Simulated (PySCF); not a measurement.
Species: C2H3B2F2N.
SMILES with atom numbers: `[NH2:1][BH:2][C:3]#[C:4][B:5]([F:6])[F:7]` (hydrogens: H8, H9 on N1; H10 on B2)

Torsions of this conformer, `[NH2:1][BH:2][C:3]#[C:4][B:5]([F:6])[F:7]`: H–N1–B2–C3 180°, H–N1–B2–C3 0°.

The closed-shell ground state was solved at several levels (PySCF, density fitting, gas phase, non-relativistic). Geometry: GFN2-xTB; no solvent, vibrations or thermal averaging.

```csv
level,basis functions,HOMO (eV),LUMO (eV),gap (eV),dipole (D)
B3LYP/def2-SVPD,170,-8.16,-1.65,6.51,3.82
B3LYP/pcJ-1,219,-8.08,-1.54,6.54,3.93
```

(1) What might PBE0/pcSseg-1 (134 basis functions) give for the same quantities?

(2) Over all these levels, which gives the widest orbital gap and which the narrowest?

(3) How far do the dipole and the HOMO energy spread over the levels?

## Answers

(1) HOMO -8.36 eV, LUMO -1.36 eV, gap 7.00 eV, dipole 3.92 D.

(2) PBE0/pcSseg-1 (global hybrid, 25 % exact exchange) has the widest, 7.00 eV, and B3LYP/def2-SVPD (global hybrid, 20 % exact exchange) the narrowest, 6.51 eV. Functional and basis both differ between the two, so the spread mixes both effects.

(3) The dipole runs from 3.82 to 3.93 D (mean 3.89 D) and the HOMO from -8.36 to -8.08 eV.
